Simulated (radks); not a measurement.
Trend from Mg4+ to Ar4+: ionisation energy by Delta-SCF between NIST ground configurations, and size. All-electron calculation, non-relativistic Kohn-Sham, PBE, spin-polarised, spherical densities, point nucleus; open shells are filled with parallel spins first. Program: a radial shooting solver on a logarithmic mesh with Libxc functionals.

| species | configuration | configuration of the ion | IE (eV) | NIST (eV) | kind | outermost | <r> outermost (bohr) | r at 0.001 e/bohr^3 (bohr) |
|---|---|---|---|---|---|---|---|---|
| Mg4+ | [He] 2s2 2p4 | [He] 2s2 2p3 | 140.87 | 141.33 | semi-emp. | 2s | 0.655 | 1.89 |
| Al4+ | [He] 2s2 2p5 | [He] 2s2 2p4 | 154.25 | 153.83 | semi-emp. | 2s | 0.607 | 1.84 |
| Si4+ | [Ne] | [He] 2s2 2p5 | 167.10 | 166.77 | exp. | 2s | 0.566 | 1.79 |
| P4+ | [Ne] 3s1 | [Ne] | 65.502 | 65.025 | exp. | 3s | 1.60 | 2.75 |
| S4+ | [Ne] 3s2 | [Ne] 3s1 | 72.359 | 72.595 | exp. | 3s | 1.47 | 2.81 |
| Cl4+ | [Ne] 3s2 3p1 | [Ne] 3s2 | 67.527 | 67.7 | semi-emp. | 3p | 1.44 | 2.82 |
| Ar4+ | [Ne] 3s2 3p2 | [Ne] 3s2 3p1 | 74.855 | 74.8 | semi-emp. | 3p | 1.33 | 2.78 |

Reference values: NIST Atomic Spectra Database (exp. = measured, semi-emp. = semi-empirical, theory = theoretical value adopted there). Open shells are spherical and high-spin; term and fine-structure splittings are not resolved.
